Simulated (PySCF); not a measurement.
Electronic absorption of C8H9N

Compound: C8H9N.
Geometry (GFN2-xTB, Å), atoms numbered from 1 in this order:
```
atom  x, y, z in Å
C1    -0.0693    2.1632    0.2052
C2    -0.4178    0.7076    0.0977
C3    -1.7493    0.3188    0.1652
C4    -2.1205   -1.0109    0.0711
C5    -1.1521   -1.9883   -0.0944
C6     0.1757   -1.6232   -0.1642
C7     0.5603   -0.2844   -0.0702
C8     1.9820    0.0378   -0.1516
N9     2.8411   -0.8749   -0.3040
H10    0.4435    2.5066   -0.6928
H11    0.5815    2.3447    1.0600
H12   -0.9698    2.7599    0.3314
H13   -2.5123    1.0740    0.2937
H14   -3.1651   -1.2817    0.1270
H15   -1.4352   -3.0276   -0.1689
H16    0.9548   -2.3577   -0.2932
H17    2.2369    1.1017   -0.0726
H18    3.8068   -0.5593   -0.3508
```

Theory: PySCF, TDDFT PBE0/def2-SVPD, vertical, gas phase, core orbitals frozen in the response.

| state | E (eV) | E (kJ/mol) | λ (nm) | f | symmetry | main configurations (H = HOMO, L = LUMO) |
| --- | --- | --- | --- | --- | --- | --- |
| S1 | 4.39 | 424 | 282.4 | 0.0008 | – | H-2→L (97%) |
| S2 | 4.72 | 455 | 262.8 | 0.036 | A′ | H-1→L (70%), H→L (15%), H→L+1 (13%) |
| S3 | 5.06 | 488 | 245.2 | 0.261 | A′ | H→L (78%), H-1→L (17%) |
| S4 | 6.19 | 597 | 200.5 | 0.178 | A′ | H→L+1 (74%), H-1→L (11%), H-1→L+4 (10%) |
| S5 | 6.30 | 608 | 196.7 | 0.0000 | – | H-2→L+1 (99%) |
| S6 | 6.61 | 637 | 187.7 | 0.371 | A′ | H-1→L+1 (82%), H→L+4 (8%) |

Triplets (Tamm–Dancoff): T1 3.33 eV, H→L (84%); T2 3.72 eV, H-2→L (92%).

The lowest singlet comes at 282 nm (424 kJ/mol) in the ultraviolet; it is very weak; its leading configuration is HOMO-2→LUMO (97%). The most intense listed level is S6 at 6.61 eV (188 nm, f = 0.371), 2.22 eV above S1. It is the last of those listed, so stronger ones may follow. Löwdin shares by element: HOMO carbon 51% or more, nitrogen 14% (atoms not listed hold the other 35%); LUMO carbon 43% or more, nitrogen 21% (atoms not listed hold the other 36%). The oscillator strengths of these states sum to 0.847; summed over the whole spectrum of an exact calculation they would give the number of electrons, 64 (Thomas–Reiche–Kuhn). The listed states span 2.22 eV, and the widest gap between neighbours is 1.13 eV (S3 to S4). Weighted by f, the mean energy of these states is 5.96 eV. Symmetry labels in Cs follow from the direction of the transition dipole and are given only for states with f of 0.002 or more. Only the lowest 6 singlets were computed, as vertical energies without vibronic structure.

One conformer stands for the species.
